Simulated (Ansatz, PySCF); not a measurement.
Gas-phase reaction in SMILES: C#C[SiH3] [ethynylsilane] -> [SiH3] (SiH3) + [C]#C (the C-Si bond at the site shown breaks; other sites are not compared here)
Each molecule is optimised on its own at B3LYP-D3(BJ)/def2-TZVP (Ansatz, an electronic-structure program). Frequencies are from Ansatz or PySCF. Markedly spin-contaminated UHF reference, which strains HF, MP2 and, less, CCSD(T): [C]#C. High T1 diagnostic, so coupled cluster is less sure: [C]#C.
Geometry of the first species:
```xyz
7

C      1.2099     1.5570    -0.0201
C      0.4703     0.6052    -0.0078
Si    -0.6496    -0.8359     0.0108
H      1.8627     2.3970    -0.0310
H     -0.0274    -1.9295     0.7873
H     -0.8900    -1.2872    -1.3765
H     -1.9327    -0.4509     0.6366
```

Property: bond dissociation energy (0 K, with B3LYP-D3(BJ) harmonic zero-point energies), in kcal/mol. Correlated levels leave the core frozen unless marked. Open shells are spin-unrestricted. Spin-orbit coupling is left out. Non-relativistic. CBS marks a two-point X^-3 extrapolation of the correlation energy; Hartree-Fock from the larger set.

```csv
level,program,bond dissociation energy (kcal/mol)
PBE/def2-TZVPD,Ansatz,(withheld)
BLYP/def2-TZVPD,Ansatz,120.2
revPBE-D3(BJ)/def2-TZVPD,Ansatz + dftd3,(withheld)
PBE0/STO-3G,Ansatz,148.4
PBE0-D4/def2-TZVP,Ansatz + dftd4,123.6
r2SCANh-D4/def2-TZVPD,Ansatz + dftd4,(withheld)
HSE06/def2-TZVPD,Ansatz,122.8
LC-wPBE-D3(BJ)/def2-TZVPD,Ansatz + dftd3,123.0
LC-wPBE-D4/def2-TZVPD,Ansatz + dftd4,123.1
wB97X/def2-TZVPD,Ansatz,(withheld)
CCSD/STO-3G,Ansatz,132.3
CCSD/6-31G,Ansatz,101.9
"CCSD(T)/CBS(cc-pV(T+d)Z,cc-pV(Q+d)Z)",Ansatz,126.0
```

Question: Some entries are withheld; supply them.

Answer: 
- PBE/def2-TZVPD, bond dissociation energy (kcal/mol): 122.5
- revPBE-D3(BJ)/def2-TZVPD, bond dissociation energy (kcal/mol): 120.1
- r2SCANh-D4/def2-TZVPD, bond dissociation energy (kcal/mol): 120.0
- wB97X/def2-TZVPD, bond dissociation energy (kcal/mol): 126.9
